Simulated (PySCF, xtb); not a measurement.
phosphorus nitride cation (NP), SMILES P#N (connectivity only; charge and spin as stated), charge +1, multiplicity 2.

Harmonic wavenumbers (cm⁻¹) from GFN2-xTB (xtb) at its own minimum, in rising order: 1593.

Question: What does B3LYP-D3(BJ)/def2-TZVPD (PySCF) give at its own minimum? (The exact figures need the calculation; the answer reports its results.)

Answer: 1370. Paired by order, the mean absolute difference is 223 cm⁻¹ and the zero-point energies are 2.3 and 2.0 kcal/mol.
